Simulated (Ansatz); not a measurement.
Reaction (substitution at a C–Si bond): `C[SiH2]CC=O` + `[SH][Mg][Cl]` → `C[S][Mg][Cl]` + `O=CC[SiH3]`

Computed with Ansatz on PBE0-D4/def2-TZVP structures; ΔE is electronic, products minus reactants. CBS: MP2 limit from def2 TZ/QZ plus the TZ coupled-cluster correction, frozen cores. Functionals use def2-TZVPP. B3LYP here is the variant with VWN-RPA as its local correlation; programs differ in this. HSE06 is defined as in plane-wave codes. For Mg outer-core shells are correlated without core-valence functions, which leaves a few kJ/mol of doubt a bond. One conformer a species, not always the lowest.

| level | ΔE (kJ/mol) | difference from CCSD(T)/CBS |
| --- | --- | --- |
| LDA (SPW92) | 77.9 | 1.7 |
| PBE-D4 | 73.0 | -3.2 |
| revPBE-D4 | 70.8 | -5.4 |
| BLYP-D4 | 70.7 | -5.5 |
| r2SCAN-D4 | 78.8 | 2.6 |
| B97M-V | 81.0 | 4.8 |
| B3LYP-D4 | 73.8 | -2.4 |
| r2SCANh-D4 | 79.2 | 3.0 |
| r2SCAN0-D4 | 79.7 | 3.5 |
| HSE06-D4 | 75.6 | -0.6 |
| BHLYP-D4 | 76.2 | 0.0 |
| CAM-B3LYP-D4 | 76.7 | 0.5 |
| ωB97M-V | 78.5 | 2.3 |
| B2PLYP | 73.8 | -2.4 |
| PBE | 71.3 | -4.9 |
| revPBE | 68.9 | -7.3 |
| BLYP | 68.1 | -8.1 |
| r2SCAN | 78.2 | 2.0 |
| PBE0 | 74.3 | -1.9 |
| B3LYP | 71.5 | -4.7 |
| r2SCANh | 78.5 | 2.3 |
| r2SCAN0 | 78.9 | 2.7 |
| HSE06 | 74.2 | -2.0 |
| BHLYP | 74.4 | -1.8 |
| CAM-B3LYP | 75.1 | -1.1 |
| LC-ωPBE | 77.4 | 1.2 |
| RPA@PBE/def2-TZVPP | 71.9 | -4.3 |
| HF/def2-SVP | 73.1 | -3.1 |
| MP2/def2-SVP | 76.0 | -0.2 |
| CCSD/def2-SVP | 74.1 | -2.1 |
| CCSD(T)/def2-SVP | 73.4 | -2.8 |
| HF/def2-TZVPP | 72.0 | -4.2 |
| SCS-MP2/def2-TZVPP | 73.7 | -2.5 |
| CCSD(T)/def2-TZVPP | 76.9 | 0.7 |
| HF/def2-QZVPP | 72.2 | -4.0 |
| MP2/def2-QZVPP | 77.5 | 1.3 |
| SCS-MP2/def2-QZVPP | 73.5 | -2.7 |
| HF/CBS(def2) | 72.2 | -4.0 |
| MP2/CBS(def2) | 77.2 | 1.0 |
| CCSD/CBS(def2) | 76.8 | 0.6 |
| CCSD(T)/CBS | 76.2 | 0 |

Largest T1 diagnostic among the species: 0.014.

From BLYP to BHLYP (50 % exact exchange), in def2-TZVPP and without D4, ΔE moves by +6.3 kJ/mol. Leaving LDA and LC-ωPBE aside and taking each functional with its dispersion term where it has one, the values spread over 10.3 kJ/mol, from BLYP-D4 to B97M-V. LDA lies +6.5 kJ/mol from PBE without D4.

CCSD(T)/CBS has its own doubt, a few kJ/mol and more with outer-core shells, so smaller differences from it don't rank the levels.
